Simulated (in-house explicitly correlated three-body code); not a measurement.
Computed with an exponentially correlated three-body code. Model: two electrons around a point charge, non-relativistic, variational in 260 exponentially correlated functions (energies converged to about 1e-7 hartree, or 1e-8 relative for large Z).

Command:
```bash
python run_hyl.py task.json out
```
Settings (lengths in bohr, energies in hartree):
```
Z                      2
screening              0.07
interaction_strength   1
functions              260
states_tried           13
```

Cost of the run: 49 s on 1 thread of Intel(R) Xeon(R) Platinum 8488C (Sapphire Rapids), on a shared host.

**Those bound S and P states to n = 4 that converged, binding against the one-electron ion.**

Given: nuclear charge 2; Yukawa screening of all interactions 0.07 1/bohr.

Computed: one-electron threshold -1.86359312 hartree.

| term | energy (hartree) | binding (eV) |
| --- | --- | --- |
| 1 1S | -2.69922644 | 22.739 |
| 2 3S | -1.97823713 | 3.1196 |
| 2 1S | ? | ? |
| 2 3P | -1.93670704 | 1.9895 |
| 2 1P | -1.92840231 | 1.7635 |
| 3 3S | -1.8836946 | 0.54699 |
| 3 1S | ? | ? |
| 3 3P | -1.8748151 | 0.30537 |
| 3 1P | -1.87302093 | 0.25654 |
| 4 3S | -1.86505603 | 0.039808 |

Q: What belongs in the row 2 1S?

A: energy (hartree): -1.95070999; binding (eV): 2.3706.

Q: What belongs in the row 3 1S?

A: energy (hartree): -1.87835855; binding (eV): 0.40179.

**Converged states only, values per electron or pair (inverse distances are <exp(-kr)/r>).**

```json
{"term": "1 1S", "mean r (bohr)": "0.93083", "mean r squared (bohr²)": "1.1976", "mean inverse r (1/bohr)": "1.6189", "mean r12 (bohr)": "1.4242", "mean inverse r12 (1/bohr)": "0.87799", "mean cosine": "-0.064022", "mean p1 dot p2 (bohr⁻²)": "0.15823", "delta r1 (bohr⁻³)": "1.8073", "delta r12 (bohr⁻³)": "0.10601"}
{"term": "2 3S", "mean r (bohr)": "2.6021", "mean r squared (bohr²)": "12.041", "mean inverse r (1/bohr)": "1.0861", "mean r12 (bohr)": "4.5477", "mean inverse r12 (1/bohr)": "0.20321", "mean cosine": "-0.015053", "mean p1 dot p2 (bohr⁻²)": "0.0068033", "delta r1 (bohr⁻³)": "1.3159", "delta r12 (bohr⁻³)": "-"}
{"term": "2 1S", "mean r (bohr)": "3.0585", "mean r squared (bohr²)": "17.209", "mean inverse r (1/bohr)": "1.0667", "mean r12 (bohr)": "5.4371", "mean inverse r12 (1/bohr)": "0.18367", "mean cosine": "-0.013573", "mean p1 dot p2 (bohr⁻²)": "0.0087026", "delta r1 (bohr⁻³)": "1.3048", "delta r12 (bohr⁻³)": "0.0080109"}
{"term": "2 3P", "mean r (bohr)": "2.7845", "mean r squared (bohr²)": "14.575", "mean inverse r (1/bohr)": "1.0637", "mean r12 (bohr)": "4.9151", "mean inverse r12 (1/bohr)": "0.19752", "mean cosine": "-0.03363", "mean p1 dot p2 (bohr⁻²)": "-0.058792", "delta r1 (bohr⁻³)": "1.2582", "delta r12 (bohr⁻³)": "-"}
{"term": "2 1P", "mean r (bohr)": "?", "mean r squared (bohr²)": "?", "mean inverse r (1/bohr)": "?", "mean r12 (bohr)": "?", "mean inverse r12 (1/bohr)": "?", "mean cosine": "?", "mean p1 dot p2 (bohr⁻²)": "?", "delta r1 (bohr⁻³)": "?", "delta r12 (bohr⁻³)": "?"}
{"term": "3 3S", "mean r (bohr)": "?", "mean r squared (bohr²)": "?", "mean inverse r (1/bohr)": "?", "mean r12 (bohr)": "?", "mean inverse r12 (1/bohr)": "?", "mean cosine": "?", "mean p1 dot p2 (bohr⁻²)": "?", "delta r1 (bohr⁻³)": "?", "delta r12 (bohr⁻³)": "-"}
{"term": "3 1S", "mean r (bohr)": "7.5394", "mean r squared (bohr²)": "117.73", "mean inverse r (1/bohr)": "0.99167", "mean r12 (bohr)": "14.354", "mean inverse r12 (1/bohr)": "0.049454", "mean cosine": "-0.0029345", "mean p1 dot p2 (bohr⁻²)": "0.0017679", "delta r1 (bohr⁻³)": "1.2778", "delta r12 (bohr⁻³)": "0.0016637"}
{"term": "3 3P", "mean r (bohr)": "7.6256", "mean r squared (bohr²)": "122.79", "mean inverse r (1/bohr)": "0.99002", "mean r12 (bohr)": "14.531", "mean inverse r12 (1/bohr)": "0.049957", "mean cosine": "-0.0067553", "mean p1 dot p2 (bohr⁻²)": "-0.011873", "delta r1 (bohr⁻³)": "1.2684", "delta r12 (bohr⁻³)": "-"}
{"term": "3 1P", "mean r (bohr)": "8.2039", "mean r squared (bohr²)": "142.65", "mean inverse r (1/bohr)": "0.9872", "mean r12 (bohr)": "15.68", "mean inverse r12 (1/bohr)": "0.04414", "mean cosine": "-0.00078517", "mean p1 dot p2 (bohr⁻²)": "0.0086903", "delta r1 (bohr⁻³)": "1.2713", "delta r12 (bohr⁻³)": "0.00014774"}
{"term": "4 3S", "mean r (bohr)": "17.002", "mean r squared (bohr²)": "637.36", "mean inverse r (1/bohr)": "0.9708", "mean r12 (bohr)": "33.263", "mean inverse r12 (1/bohr)": "0.010371", "mean cosine": "-0.00051007", "mean p1 dot p2 (bohr⁻²)": "0.00021433", "delta r1 (bohr⁻³)": "1.2724", "delta r12 (bohr⁻³)": "-"}
```

Q: What belongs in the row 2 1P?

A: mean r (bohr): 3.0422; mean r squared (bohr²): 17.533; mean inverse r (1/bohr): 1.0538; mean r12 (bohr): 5.3979; mean inverse r12 (1/bohr): 0.17631; mean cosine: -0.0045201; mean p1 dot p2 (bohr⁻²): 0.040837; delta r1 (bohr⁻³): 1.2721; delta r12 (bohr⁻³): 0.00064896.

Q: What belongs in the row 3 3S?

A: mean r (bohr): 6.5814; mean r squared (bohr²): 88.57; mean inverse r (1/bohr): 0.99692; mean r12 (bohr): 12.444; mean inverse r12 (1/bohr): 0.056342; mean cosine: -0.0031285; mean p1 dot p2 (bohr⁻²): 0.0013342; delta r1 (bohr⁻³): 1.2798.

**Electric-dipole lines between converged S and P states, rate of the upper state's decay.**

```
s state  p state  p minus s (eV)  oscillator strength from s  rate (1/s)
   1 1S     2 1P          20.975                     0.25086  1.5963e+09
   1 1S     3 1P          22.482                    0.046333  3.3873e+08
   2 1S     2 1P         0.60702                     0.41285  2.2003e+06
   2 1S     3 1P           2.114                    0.089984  5.8167e+06
   3 1S     2 1P         -1.3618                    -0.13548  1.0901e+07
   3 1S     3 1P               ?                           ?           ?
   2 3S     2 3P          1.1301                      0.5676  1.0485e+07
   2 3S     3 3P          2.8143                    0.034115  3.9081e+06
   3 3S     2 3P               ?                           ?           ?
   3 3S     3 3P         0.24162                     0.98738      833780
   4 3S     2 3P         -1.9497                   -0.016295  2.6878e+06
   4 3S     3 3P        -0.26556                    -0.32714  1.0011e+06
```

Q: What belongs in the row 3 1S 3 1P?

A: p minus s (eV): 0.14524; oscillator strength from s: 0.77614; rate (1/s): 236820.

Q: What belongs in the row 3 3S 2 3P?

A: p minus s (eV): -1.4425; oscillator strength from s: -0.19924; rate (1/s): 1.7991e+07.

**Static dipole response.**

```csv
state,polarisability (bohr³)
1 1S,1.3951
2 1S,864.24
2 3S,340.06
```
